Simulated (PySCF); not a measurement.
**Radial density of Rh(3+) (rhodium, charge +3)**

B97-3, [Kr] 4d6, high-spin 5D determinant. Computed with PySCF 2.14 in aug-cc-pVTZ-PP with one added diffuse shell each of s, p, d, f, g type with ECP28MDF (7s7p6d4f3g, 113 functions), with scalar relativity through the core potential. This is the valence pseudo-density: the core potential removes the inner electrons and smooths the orbitals near the nucleus.

```
r (bohr)  4πr²ρ (e/bohr)  4πr²(ρα − ρβ)
  0.0178       1.086e-05         0.0000
  0.0299       2.754e-05         0.0000
  0.0504       6.463e-05         0.0000
  0.0847       0.0002194         0.0000
   0.142        0.001994         0.0006
   0.240         0.03067         0.0097
   0.403          0.7462         0.1606
   0.678           9.128         1.5941
    1.14           13.16         3.4794
    1.92           2.650         1.2509
    3.23          0.1022         0.0550
    5.43       0.0002211         0.0001
```

Energies and moments cover only the electrons outside the core potential.
